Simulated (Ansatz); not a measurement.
Mulliken charges of F$_{2}$H$_{2}$NSTa, SMILES `[NH2][Ta]([F])([F])=[S]` from ωB97M-V/def2-TZVPP in Ansatz (PBE0-D4/def2-TZVP geometry).

```json
{"atom": "N1", "x (Å)": "-0.894", "y (Å)": "0.632", "z (Å)": "0.488", "charge (e)": "-0.384"}
{"atom": "Ta2", "x (Å)": "0.568", "y (Å)": "-0.426", "z (Å)": "-0.249", "charge (e)": "0.945"}
{"atom": "F3", "x (Å)": "2.162", "y (Å)": "-0.006", "z (Å)": "0.638", "charge (e)": "-0.308"}
{"atom": "F4", "x (Å)": "0.204", "y (Å)": "-2.249", "z (Å)": "-0.028", "charge (e)": "-0.308"}
{"atom": "S5", "x (Å)": "0.663", "y (Å)": "0.110", "z (Å)": "-2.335", "charge (e)": "-0.244"}
{"atom": "H6", "x (Å)": "-1.172", "y (Å)": "0.586", "z (Å)": "1.460", "charge (e)": "0.134"}
{"atom": "H7", "x (Å)": "-1.470", "y (Å)": "1.286", "z (Å)": "-0.020", "charge (e)": "0.166"}
```

Q: By hand: the dipole of these point charges (1 e Å = 4.8032 D).

A: Σ q r = (-0.412, 0.314, 0.151) e Å, of length 0.540 e Å = 2.59 D.

Q: How does the dipole of the full density compare? (An estimate is asked.)

A: Ansatz gave: (-0.456, 0.220, 0.600) e Å, 3.77 D; the point charges give 0.69 times that, at 35° from its direction.

Point charges leave out the atoms' own dipoles, such as those of lone pairs, and Mulliken's split depends on the basis, so the two needn't agree.
